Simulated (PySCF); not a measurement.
Species: C₃H₁₀FOPSi₂.
InChI=1S/C3H10FOPSi2/c1-5-3-2(4)7-6-8-3/h2-3,6H,7-8H2,1H3/t2-,3-/m1/s1

The calculation used PySCF 2.14.0, density-fitted response routines, TDDFT PBE0/def2-SVPD, vertical, gas phase, core orbitals frozen in the response. The structure is a single PBE0-D3(BJ)/def2-SVP conformer in the gas phase; no vibrational or solvent corrections.

Broadening: Gaussians 0.4 eV wide at half height, area fixed by f = 4.319×10⁻⁹ ∫ε dν̃. The width is an assumption, not a result. The curve ends short of the highest state used, and states not computed would add to its high-energy end.

| λ (nm) | ε (L mol⁻¹ cm⁻¹) |
| --- | --- |
| 200.4 | 1304 |
| 201.6 | 1117 |
| 202.9 | 910 |
| 204.1 | 730 |
| 205.4 | 561 |
| 206.7 | 427 |
| 207.9 | 338 |
| 209.2 | 278 |
| 210.5 | 250 |
| 211.7 | 246 |
| 213.0 | 259 |
| 214.2 | 278 |
| 215.5 | 300 |
| 216.8 | 317 |
| 218.0 | 325 |
| 219.3 | 323 |
| 220.6 | 310 |
| 221.8 | 289 |
| 223.1 | 259 |
| 224.3 | 227 |
| 225.6 | 191 |
| 226.9 | 155 |
| 228.1 | 124 |
| 229.4 | 95 |
| 230.7 | 71 |
| 231.9 | 53 |
| 233.2 | 37 |
| 234.4 | 26 |
| 235.7 | 18 |
| 237.0 | 12 |
| 238.2 | 8 |
| 239.5 | 5 |
| 240.8 | 3 |
| 242.0 | 2 |
| 243.3 | 1 |
| 244.5 | 1 |

Problem. Locate the maxima and give the states behind the curve.

Solution. 218 nm (5.68 eV), ε about 330, made up of S1 (99%) (ε in L mol⁻¹ cm⁻¹; maxima over ε = 5, shares over 10%). At its high-energy end, 6.19 eV, the curve is still rising (ε about 1300, from S2). The states used: S1 5.67 eV (f 0.0048); S2 6.27 eV (f 0.019); S3 6.45 eV (f 0.0018); S4 6.49 eV (f 0.0060); S5 6.66 eV (f 0.024); S6 6.79 eV (f 0.0091).

Problem. Coming from long wavelengths, where does ε first pass 100 L mol⁻¹ cm⁻¹?

Solution. At about 229 nm (5.41 eV), 0.26 eV below S1.

Problem. What would ε be at 5.68 eV, the highest of these maxima, with half the width (0.2 eV)?

Solution. About 641 L mol⁻¹ cm⁻¹ against 326, a factor of about 1.97; a lone state at its own centre would give exactly 2.

Problem. On this curve, what absorbance would a 10⁻³ mol/L sample give at 222 nm over a 1 cm path?

Solution. 222 nm is 5.585 eV, where ε is about 290 L mol⁻¹ cm⁻¹, so A = ε c l ≈ 0.29 (Beer–Lambert, with the gas-phase spectrum and the assumed width).
